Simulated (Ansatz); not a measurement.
CH3AlFNS, SMILES `N[C]1(F)[AlH][S]1`, relaxed with RKS PBE-D4/def2-SVP in the Gaussian-basis code of Ansatz from a rough embedded geometry. The force threshold is 0.03 eV/Å; the program also tests the step.

Total charge 0; spin multiplicity 1.

Start:

```xyz
8

N    -0.775   -1.086    0.531
C     0.398   -0.307    0.188
F     1.387   -1.078   -0.321
Al    0.220    1.403   -0.602
S     1.007    0.819    1.480
H    -1.220   -1.436   -0.270
H    -1.474   -0.419    1.004
H     0.456    2.103   -2.011
```

```
step  energy (eV)  largest force (eV/Å)  largest move (Å)
   1  -22700.3432                 3.144             0.000
   2  -22700.9246                 1.439             0.197
   3  -22701.1497                 0.727             0.194
   4  -22701.1717                 0.420             0.082
   5  -22701.1896                 0.229             0.032
   6  -22701.1933                 0.107             0.028
   7  -22701.1943                 0.043             0.022
   8  -22701.1947                 0.013             0.017
```

End:

```xyz
8

N    -0.783   -1.097    0.605
C     0.318   -0.387    0.057
F     1.324   -1.300   -0.197
Al    0.504    1.375   -0.807
S     0.893    1.006    1.293
H    -1.241   -1.686   -0.103
H    -1.472   -0.469    1.027
H     0.457    2.557   -1.875
```

Run time 17 s (2 threads of an Arm Neoverse V2 on a shared host); peak host memory 0.18 GiB.
